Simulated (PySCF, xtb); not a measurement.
Mg(Me) (CH3Mg), SMILES [CH3][Mg+], charge +1.

Harmonic wavenumbers (cm⁻¹) from xtb 6.7.1 with GFN2-xTB at its own minimum, in rising order: 469, 619, 619, 1103, 1312, 1312, 2868, 2876, 2877.

**Question.** What does PySCF with PBE-D3(BJ)/def2-TZVP give at its own minimum? (The exact figures need the calculation; the answer reports its results.)

**Answer.** 508, 646, 646, 1054, 1368, 1368, 2993, 3117, 3117. Paired by order, the mean absolute difference is 95 cm⁻¹ and the zero-point energies are 20.1 and 21.2 kcal/mol.
